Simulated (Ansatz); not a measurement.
H5PSi, charge +1, doublet, at a GFN2-xTB geometry (a state made from the parent by changing its charge; the spin is typed, not shown lowest); CCSD(T)/6-311G** in Ansatz (an electronic-structure program).

Here is a job for Ansatz.
Ansatz 0.2 input:
```yaml
crystal:
  periodic: [false, false, false]
  atoms:
    - {symbol: Si, position_ang: [-1.19553190, 0.13092631, 0.11594985]}
    - {symbol: P, position_ang: [1.14738417, -0.11087790, -0.17090010]}
    - {symbol: H, position_ang: [-1.66185324, -0.91776619, -0.78486695]}
    - {symbol: H, position_ang: [-1.35575298, 1.51775643, -0.30773847]}
    - {symbol: H, position_ang: [-1.30606733, -0.13546430, 1.55078051]}
    - {symbol: H, position_ang: [1.79188379, -1.32956783, -0.01463819]}
    - {symbol: H, position_ang: [2.05847381, 0.69524216, 0.49666658]}
basis:
  gaussian:
    orbitals: 6-311G__.json
total_charge: 1
magnetization: {spin_polarized: true, initial_magnetization: 1}
correlation: {method: ccsd_t}
```
The basis file holds 6-311G** in the JSON format of the Basis Set Exchange.

The log (banner, timings and long lists left out):

```
Functional definition: HF
659 factors; integrals over basis functions are off by at most 1.1e-3 eV
mean field evaluation 1: about -17204.4036 eV, gradient 1.0e1 eV
mean field evaluation 2: about -17204.4058 eV, gradient 1.0e1 eV
mean field evaluation 4: about -17205.6876 eV, gradient 1.0e0 eV
mean field evaluation 8: about -17205.7033 eV, gradient 1.2e-3 eV
mean field evaluation 16: about -17205.7003 eV, gradient 1.5e-1 eV
mean field -17205.70329663 eV, -632.2979337066 hartree, gradient 2.7e-6 eV, S^2 0.760345; 0 other end points of the search recorded, 0 dependent functions left out
10 core orbitals not correlated
reference -17205.70329663 eV, -632.2979337066 hartree; 7, 6 occupied and 67, 68 virtual orbitals, 659 factors
second order -5.55121343 eV of doubles, -0.00000000 eV of singles
cycle   1  -6.43970596 eV  change   -8.9e-1 eV  update   6.7e-2
cycle   2  -6.75728550 eV  change   -3.2e-1 eV  update   2.3e-2
cycle   3  -6.77175490 eV  change   -1.4e-2 eV  update   6.5e-3
cycle   4  -6.77101574 eV  change    7.4e-4 eV  update   2.6e-3
cycle   5  -6.77071356 eV  change    3.0e-4 eV  update   1.2e-3
cycle   6  -6.77079411 eV  change   -8.1e-5 eV  update   4.4e-4
cycle   7  -6.77094798 eV  change   -1.5e-4 eV  update   1.9e-4
cycle   8  -6.77098938 eV  change   -4.1e-5 eV  update   8.7e-5
cycle   9  -6.77096079 eV  change    2.9e-5 eV  update   3.9e-5
cycle  10  -6.77096109 eV  change   -3.0e-7 eV  update   1.7e-5
cycle  11  -6.77096143 eV  change   -3.4e-7 eV  update   7.3e-6
perturbative correction -0.16482552 eV, -0.0060572260 hartree
Total energy: -17212.63908358 eV, -632.5528191758 hartree
```
